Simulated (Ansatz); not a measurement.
Calculated with Ansatz (gas phase, PBE0-D4/def2-TZVP geometries, no zero-point term in ΔE). CCSD(T)/CBS is the MP2 limit (def2-TZVPP, def2-QZVPP) plus CCSD(T) − MP2 in def2-TZVPP, frozen cores. Functionals use def2-TZVPP. Elements past krypton have def2 core potentials. For Sn outer-core shells are correlated without core-valence functions, which leaves a few kJ/mol of doubt a bond. One conformer a species, not always the lowest.

`[OH][Sn][Cl]` + `CO[SiH]([SiH3])S` → `[SH][Sn][Cl]` + `CO[SiH](O)[SiH3]`  (redistribution)

CCSD(T)/CBS gives -0.70 eV.

Q: Another level gave -0.66 eV. Which?
A. CCSD/def2-TZVPP
B. HF/def2-TZVPP
C. revPBE/def2-TZVPP
D. MP2/def2-TZVPP

A: C. revPBE -0.66, MP2/def2-TZVPP -0.71, CCSD/def2-TZVPP -0.75, HF/def2-TZVPP -0.89 eV.

Q: What do rigid-rotor, harmonic-oscillator terms from PBE0-D4/def2-TZVP frequencies (298.15 K, 1 bar) make of the CCSD(T)/CBS value? (Best estimate.)

A: The calculation gave: ΔZPE = +0.01 eV, ΔH = -0.68 eV, ΔS = 4 J/(mol·K), ΔG = -0.69 eV.

Largest T1 diagnostic among the species: 0.017.

In def2-TZVPP, CCSD(T) changes the Hartree–Fock value by +0.17 eV (the triples alone add +0.03 eV) and MP2 by +0.19 eV. From r2SCAN to r2SCAN0 (25 % exact exchange), in def2-TZVPP and without D4, ΔE moves by −0.06 eV.
